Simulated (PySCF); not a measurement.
Compound: C7H9NP (charge +1).
Numbering: `[CH3:1][P+:2]1([n:3]2[cH:4][cH:5][cH:6][cH:7]2)[CH:8]=[CH:9]1` (hydrogens: H10, H11, H12 on C1; H13 on C4; H14 on C5; H15 on C6; H16 on C7; H17 on C8; H18 on C9)

Cartesian coordinates in Å at the PBE0-D3(BJ)/def2-SVP level; atoms count from 1:
```xyz
18
C7H9NP angstrom
C     -1.9880   -0.7334    1.1244
P     -1.1268    0.1177   -0.1855
N      0.5196   -0.0027    0.0296
C      1.1842   -0.7844    0.9881
C      2.5229   -0.6133    0.8037
C      2.7088    0.2905   -0.2917
C      1.4791    0.6524   -0.7538
C     -1.7849    0.3426   -1.7737
C     -1.7781    1.4705   -1.0481
H     -3.0648   -0.5776    0.9710
H     -1.6842   -0.3202    2.0975
H     -1.7609   -1.8089    1.0832
H      0.6414   -1.3892    1.7100
H      3.3046   -1.0877    1.3941
H      3.6595    0.6382   -0.6916
H      1.1886    1.3173   -1.5643
H     -2.0348   -0.0387   -2.7674
H     -2.0173    2.5356   -1.1082
```

Level: CAM-B3LYP/def2-SVPD in PySCF, non-relativistic, on one gas-phase PBE0-D3(BJ)/def2-SVP geometry that isn't relaxed in the solvent. The solvent is an IEF-PCM continuum (van der Waals radii × 1.2), and excitations are vertical TDDFT with non-equilibrium linear response and a frozen core. Specific hydrogen bonds and non-electrostatic terms are outside this model.

Gas-phase singlets (H = HOMO, L = LUMO):

| state | E (eV) | λ (nm) | f | leading configurations |
| --- | --- | --- | --- | --- |
| S1 | 4.687 | 265 | 0.006 | H→L 99% |
| S2 | 5.190 | 239 | 0.007 | H-1→L 85% |
| S3 | 5.296 | 234 | 0.022 | H→L+1 98% |
| S4 | 6.004 | 206 | 0.010 | H→L+2 85% |
| S5 | 6.142 | 202 | 0.277 | H-1→L+1 80% |

Give the list for acetonitrile (ε = 35.69), n² = 1.81.

| state | E (eV) | λ (nm) | f | leading configurations | change by rank (eV) |
| --- | --- | --- | --- | --- | --- |
| S1 | 5.469 | 227 | 0.009 | H→L 94% | +0.782 |
| S2 | 5.631 | 220 | 0.019 | H-1→L 69%, H-3→L 18%, H→L+1 10% | +0.441 |
| S3 | 5.676 | 218 | 0.056 | H→L+1 87% | +0.380 |
| S4 | 6.281 | 197 | 0.336 | H-1→L+1 84% | +0.277 |
| S5 | 6.502 | 191 | 0.010 | H→L+2 83% | +0.360 |

The ground-state energy changes by -2.342 eV from gas to acetonitrile. By how much does the total energy of gas-phase S4 change?

E(S4) = E(S0) + excitation energy, so it changes by -2.342 − 0.535 = -2.877 eV: it is lowered more than the ground state, which is what a red shift means. This is the vertical state, with the slow part of the continuum still set for S0.

How do the frontier levels move from gas to acetonitrile?

```
orbital  gas (eV)  solvent (eV)  change (eV)                  Löwdin shares, gas              Löwdin shares, solvent
 LUMO+2     -3.05          0.97        +4.02  P2 23 %, C1 22 %, C8 10 %, C9 10 %   C1 19 %, P2 17 %, C8 10 %, C9 9 %
 LUMO+1     -3.70          0.23        +3.93     P2 25 %, C8 9 %, C9 9 %, C4 8 %  P2 19 %, C7 12 %, C4 12 %, C6 10 %
   LUMO     -4.78         -0.49        +4.29   C8 39 %, C9 38 %, P2 7 %, H17 5 %   C8 39 %, C9 38 %, P2 7 %, H17 5 %
   HOMO    -11.81         -8.31        +3.50  C4 28 %, C7 28 %, C5 15 %, C6 14 %  C4 27 %, C7 27 %, C5 16 %, C6 15 %
 HOMO-1    -12.79         -9.22        +3.57   N3 25 %, C6 23 %, C5 23 %, C7 7 %   N3 26 %, C6 22 %, C5 21 %, C7 6 %
 HOMO-2    -15.63        -11.41        +4.22   C8 26 %, C9 23 %, P2 17 %, C1 6 %   C8 32 %, C9 31 %, P2 12 %, C1 9 %
 HOMO-3    -15.66        -11.51        +4.15   C9 26 %, C8 22 %, P2 17 %, C1 6 %   P2 23 %, C9 19 %, C8 17 %, C1 6 %
```

The HOMO–LUMO gap goes from 7.03 to 7.82 eV. Rows go by rank; for LUMO+1 the atom shares or the degeneracy differ between the runs, so the row needn't follow one orbital.
